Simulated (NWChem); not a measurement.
## Correlation energy of Te

SMILES: [Te]
```xyz
1

Te     0.0000     0.0000     0.0000
```
Charge 0, spin multiplicity 3.

All runs are NWChem calculations.

Basis set: def2-SVP. Each correlation energy counts from its own Hartree-Fock reference.

```json
[
 {"method": "CCSD[T] on ROHF", "correlation energy (mHa)": "-95.0"},
 {"method": "CCSD(T) on ROHF", "correlation energy (mHa)": "-95.0"},
 {"method": "CCSD(T) on UHF", "correlation energy (mHa)": "-91.4"},
 {"method": "CCSDT on ROHF", "correlation energy (mHa)": "-95.1"},
 {"method": "CCSD on ROHF", "correlation energy (mHa)": "-93.7"},
 {"method": "UMP2", "correlation energy (mHa)": "-77.3"},
 {"method": "CCSD on UHF", "correlation energy (mHa)": "-90.2"},
 {"method": "CCSD[T] on UHF", "correlation energy (mHa)": "-91.5"},
 {"method": "SCS-UMP2", "correlation energy (mHa)": "-73.1"}
]
```

The values span 22.0 mHa, from CCSDT on ROHF (lowest) to SCS-UMP2 (highest). 

Effective core potentials replace the inner electrons of Te; spin-orbit coupling is left out. The correlated methods keep 4 core orbitals frozen. The stability of the SCF solutions was not checked. Open-shell Hartree-Fock references start from PBE0 orbitals. Coupled-cluster values serve here as a point of comparison, not as the truth.
